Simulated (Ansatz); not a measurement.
```yaml
crystal:
  periodic: [false, false, false]
  atoms:
    - {symbol: B, position_ang: [-0.982871, 0.967624, -0.211044]}
    - {symbol: B, position_ang: [0.435541, 1.140649, -0.527100]}
    - {symbol: Si, position_ang: [0.263137, -0.765657, 0.487773]}
    - {symbol: O, position_ang: [0.408637, -1.866348, -0.727983]}
    - {symbol: H, position_ang: [-2.100606, 0.857159, 0.140541]}
    - {symbol: H, position_ang: [-0.188404, 1.818424, 0.452774]}
    - {symbol: H, position_ang: [1.566900, 1.377581, -0.753593]}
    - {symbol: H, position_ang: [-0.807821, -1.150528, 1.445265]}
    - {symbol: H, position_ang: [1.540045, -0.766138, 1.240549]}
    - {symbol: H, position_ang: [-0.051358, -1.663967, -1.544181]}
basis:
  gaussian: {orbitals: aug-cc-pVDZ}
hamiltonian: {xc: {name: r2SCANh}, dispersion: d3bjatm, pseudopotentials: {relativity: none}}
scf: {lower_state_search: off}
kpoints: {mp_grid: {grid: [2, 2, 2]}}
```

```sh
$ ansatz run in.yaml --threads 2 --pin off --events-out ev --progress --plain --max-ram 4352MiB
```

Output, abridged:

```
Error: invalid value for `basis.gaussian`: such a run doesn't read kpoints; remove what it names
```

Problem. What is wrong with this run?

Solution. The input holds a key that doesn't belong there. The input was rejected before any iteration.
